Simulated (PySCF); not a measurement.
Compound: BrH.
InChI=1S/BrH/h1H

Method: B3LYP/def2-TZVP geometry optimisation, gas phase (PySCF 2.14.0).

Masses are those of the commonest isotopes; rigid-rotor values at the optimised geometry. 

Question: What are the moment of inertia and the rotational constant?

Answer: I = 2.020 u·Å², B = 505379 MHz·u·Å²/I = 250144 MHz (8.3439 cm⁻¹, or 12.005 K as hB/k). For two atoms I = μr² with μ = 0.9951 u and r = 1.4249 Å.

Question: List the first levels of a rigid rotor in a Σ state.

Answer: E(J) = BJ(J+1): J = 1: 16.688, J = 2: 50.063, J = 3: 100.127, J = 4: 166.878, J = 5: 250.317, J = 6: 350.444 cm⁻¹.

Question: Where do the first rotational lines fall?

Answer: The dipole is 0.92 D; J+1 ← J lies at 2B(J+1): 1 ← 0 at 500.29 GHz, 2 ← 1 at 1000.58 GHz, 3 ← 2 at 1500.86 GHz, 4 ← 3 at 2001.15 GHz, 5 ← 4 at 2501.44 GHz, 6 ← 5 at 3001.73 GHz.

B3LYP/def2-TZVP frequencies: not computed here. Constants of a rigid frame at the computed geometry: no zero-point averaging, no centrifugal distortion.
